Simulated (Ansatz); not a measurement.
Consider the silylene loss: `FC[SiH]([SiH3])S` → `FC[SiH2]S` + `[SiH2]`.

Computed with Ansatz on PBE0-D4/def2-TZVP structures; ΔE is electronic, products minus reactants. CCSD(T)/CBS adds triple-zeta CCSD(T) − MP2 to the extrapolated MP2 energy (def2 sets, frozen cores). This one scheme is used for every species. Functionals use def2-TZVPP. B3LYP here is the variant with VWN-RPA as its local correlation; programs differ in this. One conformer a species, not always the lowest.

`FC[SiH]([SiH3])S`:

```xyz
12

F     2.170   -0.495    1.222
C     1.850    0.107    0.010
Si    0.044    0.693    0.058
Si   -1.409   -1.085    0.499
S    -0.293    1.464   -1.919
H     2.006   -0.623   -0.791
H     2.540    0.942   -0.151
H    -0.090    1.764    1.083
H    -2.805   -0.636    0.242
H    -1.094   -2.214   -0.416
H    -1.303   -1.544    1.909
H    -1.615    1.627   -1.746
```

`FC[SiH2]S`:

Cartesian coordinates in Å:
```
F -1.151 -0.099 -1.494
C -0.707 -0.844 -0.404
Si 0.247 0.284 0.779
S 1.947 1.126 -0.194
H -0.073 -1.654 -0.779
H -1.581 -1.289 0.083
H 0.778 -0.526 1.905
H -0.674 1.332 1.285
H 1.213 1.671 -1.181
```

`[SiH2]`:

```xyz
3

Si   -0.482   -0.175    0.493
H     1.041   -0.223    0.425
H    -0.559    0.398   -0.918
```

CCSD(T)/CBS gives +56.2 kcal/mol.

**Question.** Another level gave +52.0 kcal/mol. Which?
A. CCSD/def2-TZVPP
B. revPBE/def2-TZVPP
C. MP2/def2-TZVPP
D. B3LYP/def2-TZVPP

**Answer.** D. B3LYP 52.0, MP2/def2-TZVPP 58.1, CCSD/def2-TZVPP 53.1, revPBE 54.1 kcal/mol.

**Question.** What do rigid-rotor, harmonic-oscillator terms from PBE0-D4/def2-TZVP frequencies (298.15 K, 1 bar) make of the CCSD(T)/CBS value? (Best estimate.)

**Answer.** Computed: ΔZPE = -3.1 kcal/mol, ΔH = +53.6 kcal/mol, ΔS = 135 J/(mol·K), ΔG = +43.9 kcal/mol. Modes under 50 cm⁻¹ make the entropy rough.

Largest T1 diagnostic among the species: 0.014.

In def2-TZVPP, CCSD(T) changes the Hartree–Fock value by +5.3 kcal/mol (the triples alone add +1.4 kcal/mol) and MP2 by +8.9 kcal/mol. The D4 term adds +3.7 kcal/mol with B3LYP and +2.1 kcal/mol with PBE0; it sums over pairs of atoms, weighted by their polarisabilities, and B3LYP, whose exchange is more repulsive, gets the larger term. Leaving LDA and LC-ωPBE aside and taking each functional with its dispersion term where it has one, the values, not all of them listed here, spread over 8.1 kcal/mol, from BLYP-D4 to r2SCAN0-D4. LDA lies +7.5 kcal/mol from PBE without D4.
